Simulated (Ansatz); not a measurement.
Task: Name a neutral molecule of Cl, Ga, O, Si and H with HOMO energy (PBE0/def2-TZVPP) between -7.10 and -6.80 eV and size of the dipole moment (PBE/def2-TZVPP) between 2.30 and 2.60 D (Ansatz, PBE0-D4/def2-TZVP geometry).

Result: `[Cl][Ga]1[O][SiH2]1` (-6.94 eV, 2.48 D). Other molecules can fit too; these were computed, each in one conformer that needn't be the lowest.
